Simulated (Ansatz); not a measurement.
Basis sets compared for the cluster Na₂F₂ (the lowest singlet isomer of a short search). The state is a singlet with charge 0. Geometry PBE0-D4/def2-TZVP. Ansatz on 4 threads of Arm Neoverse V2 on a shared host; times are rough, and most runs start from earlier orbitals.

```xyz
4

Na    1.178    0.787   -0.009
Na   -1.178   -0.787    0.009
F    -0.826    1.239    0.251
F     0.826   -1.239   -0.251
```

The structure comes from a short search, and lower isomers may exist.

```csv
level,functions,energy (Eh),HOMO (eV),LUMO (eV),wall time
HF/STO-3G,28,-515.8024,-3.60,13.50,0.1 s
HF/6-31G,44,-522.6939,-12.03,0.57,0.1 s
PBE-D4/def2-SVP,58,-523.7344,-5.23,-1.21,0.55 s
PBE-D4/def2-TZVP,126,-524.1115,-5.71,-1.22,0.75 s
r2SCAN-D4/def2-TZVP,126,-524.3930,-6.04,-0.54,1.4 s
PBE0-D4/def2-SVP,58,-523.7638,-7.14,-0.62,0.5 s
PBE0-D4/def2-TZVP (with forces),126,-524.1361,-7.61,-0.65,1.4 s
```

Q: Estimate the rows for PBE-D4/def2-TZVPD, r2SCAN-D4/def2-TZVPD, PBE0-D4/def2-TZVPD.

A: 
```csv
level,functions,energy (Eh),HOMO (eV),LUMO (eV),wall time
PBE-D4/def2-TZVPD,150,-524.1166,-5.82,-1.20,1.1 s
r2SCAN-D4/def2-TZVPD,150,-524.3971,-6.11,-0.52,1.9 s
PBE0-D4/def2-TZVPD,150,-524.1404,-7.68,-0.63,1.2 s
```
